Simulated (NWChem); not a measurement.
The numbers come from NWChem runs, not from measurements. System: GaO, charge 0, spin multiplicity 2, at a geometry optimised with UPBE/def2-SVP. The structure started from a generated list of species. Its SCF solution wasn't tested for a lower state. Level: ULC-wPBE (omega 0.3 per bohr)/3-21G.

Job file:

```
start mol
memory heap 200 mb stack 900 mb global 1100 mb
geometry units angstroms nocenter noautoz
  Ga     0.000000     0.000000     0.351169
  O      0.000000     0.000000    -1.360781
  symmetry group C2v
end
basis spherical
  * library 3-21g
end
dft
  xc xwpbe 1.00 cpbe96 1.0 hfexch 1.00
  cam 0.3 cam_alpha 0.00 cam_beta 1.00
  odft
  mult 2
  direct
  iterations 100
end
task dft energy
```

Output (cleaned and shortened):

```
             Northwest Computational Chemistry Package (NWChem) 7.3.0
             --------------------------------------------------------

                                NWChem Input Module
                                -------------------

 Scaling coordinates for geometry "geometry" by  1.889725989
 (inverse scale =  0.529177249)

 Turning off AUTOSYM since
 SYMMETRY directive was detected!

                             Geometry "geometry" -> ""
                             -------------------------

 Output coordinates in angstroms (scale by  1.889725989 to convert to a.u.)

  No.       Tag          Charge          X              Y              Z
 ---- ---------------- ---------- -------------- -------------- --------------
    1 Ga                  31.0000     0.00000000     0.00000000     0.35116900
    2 O                    8.0000     0.00000000     0.00000000    -1.36078100

 Effective nuclear repulsion energy (a.u.)      76.6587562440

            Nuclear Dipole moment (a.u.)
            ----------------------------
        X                 Y               Z
 ---------------- ---------------- ----------------
     0.0000000000     0.0000000000    -0.0000170075

      Symmetry information
      --------------------

 Group name             C2v
 Group number             16
 Group order               4
 No. of unique centers     2

      Symmetry unique atoms

     1    2


 Summary of "ao basis" -> "" (spherical)
 ------------------------------------------------------------------------------
       Tag                 Description            Shells   Functions and Types
 ---------------- ------------------------------  ------  ---------------------
 *                           3-21g                    on all atoms

  pbe96 is a nonlocal functional; adding pw91lda local functional.

                                 NWChem DFT Module
                                 -----------------

 Summary of "ao basis" -> "ao basis" (spherical)
 ------------------------------------------------------------------------------
       Tag                 Description            Shells   Functions and Types
 ---------------- ------------------------------  ------  ---------------------
 Ga                          3-21g                  10       22   5s4p1d
 O                           3-21g                   5        9   3s2p

 Summary of "ao basis" -> "ao basis" (spherical)
 ------------------------------------------------------------------------------
       Tag                 Description            Shells   Functions and Types
 ---------------- ------------------------------  ------  ---------------------
 Ga                          3-21g                  10       22   5s4p1d
 O                           3-21g                   5        9   3s2p

      Symmetry analysis of basis
      --------------------------

        a1         16
        a2          1
        b1          7
        b2          7

  int_init: cando_txs set to always be  F

            General Information
            -------------------
          SCF calculation type: DFT
          Wavefunction type:  spin polarized.
          No. of atoms     :     2
          No. of electrons :    39
           Alpha electrons :    20
            Beta electrons :    19
          Charge           :     0
          Spin multiplicity:     2
          Use of symmetry is: on ; symmetry adaption is: on
          Maximum number of iterations: 100
          This is a Direct SCF calculation.
          AO basis - number of functions:    31
[...]
 Vector   23  Occ=0.000000D+00  E= 1.249135D-01  Symmetry=a1
              MO Center=  6.5D-14,  6.5D-14,  6.6D-02, r^2= 6.2D+00
   Bfn.  Coefficient  Atom+Function         Bfn.  Coefficient  Atom+Function
  ----- ------------  ---------------      ----- ------------  ---------------
    17      1.066777  1 Ga pz                28      0.604016  2 O  s
    14     -0.257045  1 Ga s                 10     -0.223222  1 Ga s
    31      0.128871  2 O  pz                20     -0.108222  1 Ga d  0
    27      0.107530  2 O  pz                 6     -0.098295  1 Ga s
    23     -0.081821  2 O  s                  9     -0.052494  1 Ga pz

                     DFT Final Beta Molecular Orbital Analysis
                     -----------------------------------------

 Vector   17  Occ=1.000000D+00  E=-4.169748D-01  Symmetry=a1
              MO Center= -3.8D-16, -3.8D-16, -3.0D-01, r^2= 2.2D+00
   Bfn.  Coefficient  Atom+Function         Bfn.  Coefficient  Atom+Function
  ----- ------------  ---------------      ----- ------------  ---------------
    10      0.644579  1 Ga s                 28     -0.362460  2 O  s
     6      0.272813  1 Ga s                 27      0.268843  2 O  pz
    31      0.244503  2 O  pz                14      0.218688  1 Ga s
    17      0.102938  1 Ga pz                 2      0.096247  1 Ga s
    23      0.080401  2 O  s                 13     -0.076805  1 Ga pz

 Vector   18  Occ=1.000000D+00  E=-3.501224D-01  Symmetry=b2
              MO Center= -2.1D-17, -1.4D-17, -1.1D+00, r^2= 1.2D+00
   Bfn.  Coefficient  Atom+Function         Bfn.  Coefficient  Atom+Function
  ----- ------------  ---------------      ----- ------------  ---------------
    30      0.536533  2 O  py                26      0.478493  2 O  py
    12      0.221533  1 Ga py                16      0.156209  1 Ga py
     8     -0.095502  1 Ga py                19      0.092423  1 Ga d -1
     4      0.030906  1 Ga py

 Vector   19  Occ=1.000000D+00  E=-3.501224D-01  Symmetry=b1
              MO Center= -2.0D-18, -8.5D-17, -1.1D+00, r^2= 1.2D+00
   Bfn.  Coefficient  Atom+Function         Bfn.  Coefficient  Atom+Function
  ----- ------------  ---------------      ----- ------------  ---------------
    29      0.536533  2 O  px                25      0.478493  2 O  px
    11      0.221533  1 Ga px                15      0.156209  1 Ga px
     7     -0.095502  1 Ga px                21     -0.092423  1 Ga d  1
     3      0.030906  1 Ga px

 Vector   20  Occ=0.000000D+00  E=-7.748834D-02  Symmetry=a1
              MO Center=  1.8D-14,  1.8D-14, -2.1D-02, r^2= 3.2D+00
   Bfn.  Coefficient  Atom+Function         Bfn.  Coefficient  Atom+Function
  ----- ------------  ---------------      ----- ------------  ---------------
    14      0.527067  1 Ga s                 13      0.392943  1 Ga pz
    31     -0.379540  2 O  pz                27     -0.363219  2 O  pz
     9     -0.175679  1 Ga pz                20      0.131372  1 Ga d  0
     6      0.116950  1 Ga s                 17      0.091651  1 Ga pz
    10      0.082415  1 Ga s                 28      0.080544  2 O  s

 Vector   21  Occ=0.000000D+00  E= 4.836293D-02  Symmetry=b2
              MO Center= -1.5D-18,  2.6D-16,  1.8D-01, r^2= 4.4D+00
   Bfn.  Coefficient  Atom+Function         Bfn.  Coefficient  Atom+Function
  ----- ------------  ---------------      ----- ------------  ---------------
    16      0.700683  1 Ga py                12      0.361729  1 Ga py
    30     -0.331545  2 O  py                26     -0.238234  2 O  py
     8     -0.161430  1 Ga py                 4      0.051863  1 Ga py
    19     -0.039907  1 Ga d -1

 Vector   22  Occ=0.000000D+00  E= 4.836293D-02  Symmetry=b1
              MO Center=  2.6D-16, -2.2D-18,  1.8D-01, r^2= 4.4D+00
   Bfn.  Coefficient  Atom+Function         Bfn.  Coefficient  Atom+Function
  ----- ------------  ---------------      ----- ------------  ---------------
    15      0.700683  1 Ga px                11      0.361729  1 Ga px
    29     -0.331545  2 O  px                25     -0.238234  2 O  px
     7     -0.161430  1 Ga px                 3      0.051863  1 Ga px
    21      0.039907  1 Ga d  1

   alpha - beta orbital overlaps
   -----------------------------

   alpha      1      2      3      4      5      6      7      8      9     10
    beta      1      2      3      4      5      6      7      8     10      9
 overlap   1.000  1.000  1.000  1.000  1.000  1.000  1.000  1.000  1.000  1.000

   alpha     11     12     13     14     15     16     17     18     19     20
    beta     11     16     12     13     14     15     17     19     18     20
 overlap   0.999  0.998  1.000  1.000  1.000  1.000  0.977  1.000  1.000  0.980

   alpha     21     22     23     24     25     26     27     28     29     30
    beta     21     22     23     24     25     26     27     28     29     30
 overlap   1.000  1.000  0.996  0.996  1.000  1.000  0.995  1.000  1.000  1.000

   alpha     31
    beta     31
 overlap   1.000

     --------------------------
     Expectation value of S2:
     --------------------------
      <S2> =      0.7607 (Exact =     0.7500)

 center of mass
 --------------
 x =   0.00000000 y =   0.00000000 z =   0.05427470

 moments of inertia (a.u.)
 ------------------
         135.871917749833           0.000000000000           0.000000000000
           0.000000000000         135.871917749833           0.000000000000
           0.000000000000           0.000000000000           0.000000000000

     Multipole analysis of the density
     ---------------------------------

     L   x y z        total         alpha         beta         nuclear
     -   - - -        -----         -----         ----         -------
     0   0 0 0     -0.000000    -20.000000    -19.000000     39.000000

     1   1 0 0     -0.000000     -0.000000      0.000000      0.000000
     1   0 1 0     -0.000000     -0.000000      0.000000      0.000000
     1   0 0 1      1.108079      0.665877      0.442218     -0.000017

     2   2 0 0    -14.849529     -8.093826     -6.755703      0.000000
     2   1 1 0      0.000000      0.000000     -0.000000      0.000000
     2   1 0 1     -0.000000     -0.000000      0.000000      0.000000
     2   0 2 0    -14.849529     -8.093826     -6.755703      0.000000
     2   0 1 1     -0.000000     -0.000000      0.000000      0.000000
     2   0 0 2    -18.486945    -46.502120    -38.537711     66.552887

 Task  times  cpu:        1.0s     wall:        1.0s

 Total times  cpu:        1.0s     wall:        1.0s
```
